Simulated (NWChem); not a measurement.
Species: C2H6ClFSi; SMILES [Si@@H](Cl)(F)CC

```xyz
11

C     -1.0275     1.9396     0.6443
C     -0.3554     1.4669    -0.6430
Si     0.5657    -0.1403    -0.4941
F      1.7272     0.0082     0.6295
Cl    -0.7087    -1.6297     0.1479
H     -1.7572     1.1998     1.0070
H     -1.5612     2.8899     0.4920
H     -0.2898     2.0958     1.4460
H      0.3703     2.2156    -1.0092
H     -1.0946     1.3431    -1.4543
H      1.2135    -0.5884    -1.7516
```
Atoms are numbered in this order, from 1.

Program: NWChem. Pople sets run with spherical d functions. STO-3G and 3-21G are far too small for this property and stand as cheap habits. Structure relaxed at the PBE0/def2-SVP level. Vertical excitations in the gas phase; the lowest state need not have the same character in each row.

Among these, which level gives the lowest value of “lowest excitation, singlet (eV)”?
A. PBE/6-31G*, TDA
B. PBE/def2-SVP, TDA
C. PBE/6-31+G*, TDA
D. PBE/3-21G, TDA

C, PBE/6-31+G*, TDA. Values: PBE/6-31+G*, TDA 6.87; PBE/6-31G*, TDA 7.42; PBE/def2-SVP, TDA 7.51; PBE/3-21G, TDA 7.65
